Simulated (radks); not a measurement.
Species: Re XLIV. Configuration: [Ar] 3d10 4s2 4p1 4d1 (not the ground configuration). Method: Dirac Kohn-Sham, PBEsol, spin-unpolarised, spherical densities, finite nucleus; open shells fill j = l - 1/2 first; Fermi nuclear charge, rms radius 5.3698 fm; computed with a radial shooting solver on a logarithmic mesh with Libxc functionals.

Spin-orbit splittings of the eigenvalues, e(l+1/2) - e(l-1/2), with zeta = 2 splitting/(2l+1) and mean radii in bohr:

| shell | occ. | splitting (eV) | zeta (eV) | <r> j=l-1/2 | <r> j=l+1/2 |
|---|---|---|---|---|---|
| 2p | 6 | 1444 | 962.4 | 0.06237 | 0.07041 |
| 3p | 6 | 325.3 | 216.9 | 0.1837 | 0.1977 |
| 3d | 10 | 71.60 | 28.64 | 0.1721 | 0.1764 |
| 4p | 1 | 107.2 | 71.47 | 0.3842 | 0.4041 |
| 4d | 1 | 23.49 | 9.398 | 0.3906 | 0.3962 |
